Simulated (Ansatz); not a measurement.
Other settings, tried on (ZnSe)4 cube (Zn4Se4).

```yaml
crystal:
  periodic: [false, false, false]
  atoms:
    - {symbol: Zn, position_ang: [-0.006608, 1.679301, -0.097571]}
    - {symbol: Se, position_ang: [1.807235, 0.743567, -1.507331]}
    - {symbol: Zn, position_ang: [-0.243539, -0.651660, -1.531543]}
    - {symbol: Se, position_ang: [-2.174268, 0.764194, -0.882955]}
    - {symbol: Zn, position_ang: [-1.231802, -0.506775, 1.027343]}
    - {symbol: Se, position_ang: [0.357345, 0.956061, 2.247061]}
    - {symbol: Zn, position_ang: [1.481951, -0.520854, 0.601769]}
    - {symbol: Se, position_ang: [0.009687, -2.463815, 0.143227]}
basis:
  gaussian: {orbitals: STO-3G}
hamiltonian: {xc: {name: wB97}}
accuracy: high
scf: {lower_state_search: off}
output: {forces: true}
```

```sh
$ ansatz run in.yaml --threads 4 --pin off --events-out ev --progress --plain --max-ram 6963MiB
```

Shortened log:

```
Functional definition: wB97
  name "wB97"
  cite "Chai & Head-Gordon, J. Chem. Phys. 128, 084106 (2008) doi:10.1063/1.2834918"
  cite "Becke, J. Chem. Phys. 107, 8554 (1997) doi:10.1063/1.475007"
  parameter omega = 0.4/bohr
  parameter cx1 = 1.13116
  parameter cx2 = -2.74915
  parameter cx3 = 12.0900
  parameter cx4 = -5.71642
  parameter css1 = -2.55352
  parameter css2 = 11.8926
  parameter css3 = -26.9452
  parameter css4 = 17.0927
  parameter cos1 = 3.99051
  parameter cos2 = -17.0066
  parameter cos3 = 1.07292
  parameter cos4 = 8.88211
  # The coefficients of nought are those of the uniform gas.
  exchange = spin_sum(e_x_unif_sr(omega)*poly(b97_u_x, 1, cx1, cx2, cx3, cx4)) + exact_x_lr(omega)
  correlation = spin_sum(e_c_pw_same_spin*poly(b97_u_same, 1, css1, css2, css3, css4))
      + integral(e_c_pw_opposite_spin*poly(b97_u_opposite, 1, cos1, cos2, cos3, cos4))
these checks for a lower state are left out or cut short: stability, starts, cluster_reference, orbital_swaps, neighbouring_geometries, increment
2401 factors; integrals over basis functions are off by at most 9.8e-9 eV
569 factors; integrals over basis functions are off by at most 1.8e-9 eV
mean field evaluation 1: about -448304.0648 eV, gradient 2.1e2 eV
mean field evaluation 2: about -449057.5561 eV, gradient 1.9e2 eV
mean field evaluation 4: about -449844.7434 eV, gradient 1.1e2 eV
mean field evaluation 8: about -449844.6972 eV, gradient 1.1e2 eV
mean field evaluation 16: about -449942.1856 eV, gradient 1.2e1 eV
mean field evaluation 32: about -449943.8167 eV, gradient 2.8e-1 eV
mean field evaluation 64: about -449943.8212 eV, gradient 8.1e-8 eV
mean field -449943.82124215 eV, -16535.1304477731 hartree, gradient 8.1e-8 eV, S^2 0.000000; 0 other end points of the search recorded, 0 dependent functions left out
the calculation of the forces begins
reference -449943.82124141 eV, -16535.1304477460 hartree; 128, 128 occupied and 16, 16 virtual orbitals, 2401 factors
Total energy: -449943.82124141 eV, -16535.1304477460 hartree
Atom 0 at    -0.006608     1.679301    -0.097571 Å, force    -0.319264    -2.799128    -0.863566 eV/Å
Atom 1 at     1.807235     0.743567    -1.507331 Å, force    -1.844867    -0.826442     2.424437 eV/Å
Atom 2 at    -0.243539    -0.651660    -1.531543 Å, force    -0.392672     0.443200     2.886504 eV/Å
Atom 3 at    -2.174268     0.764194    -0.882955 Å, force     3.030973    -0.446761     0.760916 eV/Å
Atom 4 at    -1.231802    -0.506775     1.027343 Å, force     2.741405     0.505748    -0.954894 eV/Å
Atom 5 at     0.357345     0.956061     2.247061 Å, force    -0.687368    -1.772026    -2.520458 eV/Å
Atom 6 at     1.481951    -0.520854     0.601769 Å, force    -2.029549     1.850142    -1.068002 eV/Å
Atom 7 at     0.009687    -2.463815     0.143227 Å, force    -0.498658     3.045266    -0.664937 eV/Å
Dipole moment:    -0.000011     0.000011     0.000015 e Å
Checks for a lower state left out: stability, starts, cluster_reference, orbital_swaps, neighbouring_geometries, increment
```

It took 1.9 min on 4 threads of Arm Neoverse V1 on a shared host, peak host memory 0.87 GiB.
